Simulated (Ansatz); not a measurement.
Gas-phase reaction R1 → P1 + P2, each structure at its B3LYP-D3(BJ)/def2-TZVP stationary point, reached from a drawn start (curvature not checked).
P1: O atom, charge 0, multiplicity 3.
P2: S atom, charge 0, multiplicity 3.
R1: OS (SMILES O=S), charge 0, multiplicity 3.

P less R. No zero-point or thermal terms; open shells are unrestricted; no spin–orbit coupling.

Correlated levels freeze the cores.

Run with Ansatz (Gaussian basis) for Hartree–Fock, density functionals and correlated methods. Each number belongs to the level named beside it.

| level | reaction energy (kcal/mol) |
|---|---|
| BLYP/def2-TZVPP | 134.12 |
| B97M-V/def2-TZVPP | 126.52 |
| BHLYP/def2-TZVPP | 108.71 |
| CAM-B3LYP/def2-TZVPP | 125.62 |
| MP2/cc-pV(T+d)Z | 126.69 |
| SCS-MP2/cc-pV(T+d)Z | 118.96 |
| CCSD/cc-pV(D+d)Z | 95.18 |
| CCSD(T)/cc-pV(T+d)Z | 116.96 |
| CCSD(T)/cc-pV(Q+d)Z | ___ |

**Question.** What belongs in the gaps?

**Answer.** 
- CCSD(T)/cc-pV(Q+d)Z, reaction energy (kcal/mol): 121.77

Ansatz is an electronic-structure program.
